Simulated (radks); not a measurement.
All-electron atom: the lanthanum ion La3+ in [Xe]. Calculated with a radial shooting solver on a logarithmic mesh with Libxc functionals: scalar-relativistic Kohn-Sham, r2SCAN, spin-unpolarised, spherical densities, finite nucleus; meta-GGA in the generalised Kohn-Sham scheme; Fermi nuclear charge, rms radius 4.855 fm.

Unscreened Slater integrals over Kohn-Sham orbitals (eV).

\begin{tabular}{lr}
integral & value \\ \hline
F0(5p,5p) & 13.942 \\
F2(5p,5p) & 7.5870 \\
F0(5p,5s) & 14.755 \\
G1(5p,5s) & 9.9855 \\
F0(5p,4d) & 17.305 \\
F2(5p,4d) & 5.0600 \\
G1(5p,4d) & 1.4631 \\
G3(5p,4d) & 1.4202 \\
F0(5p,4p) & 17.520 \\
F2(5p,4p) & 4.5923 \\
G0(5p,4p) & 0.90102 \\
G2(5p,4p) & 1.1698 \\
F0(5s,5s) & 15.786 \\
F0(5s,4d) & 19.233 \\
G2(5s,4d) & 2.1627 \\
F0(5s,4p) & 19.515 \\
G1(5s,4p) & 1.4606 \\
F0(4d,4d) & 31.942 \\
F2(4d,4d) & 16.292 \\
F4(4d,4d) & 10.897 \\
F0(4d,4p) & 33.469 \\
F2(4d,4p) & 17.197 \\
G1(4d,4p) & 21.873 \\
G3(4d,4p) & 13.673 \\
F0(4p,4p) & 35.264 \\
F2(4p,4p) & 18.561 \\
\end{tabular}
